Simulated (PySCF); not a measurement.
Computed Raman spectrum (relative Raman activity) of a molecule C3H6F2Si. The structure is a stationary point at B3LYP-D3(BJ)/def2-SVP. The values are those of a single conformer. Calculation: PySCF 2.14.0 with B3LYP-D3(BJ)/def2-SVP. Frequencies are harmonic and unscaled.

Lines under 2 % of the strongest are left out, and lines within 2 cm⁻¹ are merged.

ν (cm⁻¹): 65 (w), 297 (vw), 598 (w), 710 (w), 770 (vw), 835 (w), 843 (w), 899 (vw), 1191 (w), 1201 (w), 1313 (w), 1407 (w), 1437 (w), 1713 (m), 2297 (vs), 3030 (vs), 3088 (s), 3132 (s), 3147 (vs), 3232 (s) (against the strongest line: vs over 80 %, s over 45 %, m over 15 %, w over 4 %, vw less)

Which molecule gave these data?
(A) C=CC[SiH](F)F
(B) C=C[SiH2]C(F)F
(C) C=C(C)[SiH](F)F
(D) F[SiH](F)C1CC1

A, C=CC[SiH](F)F
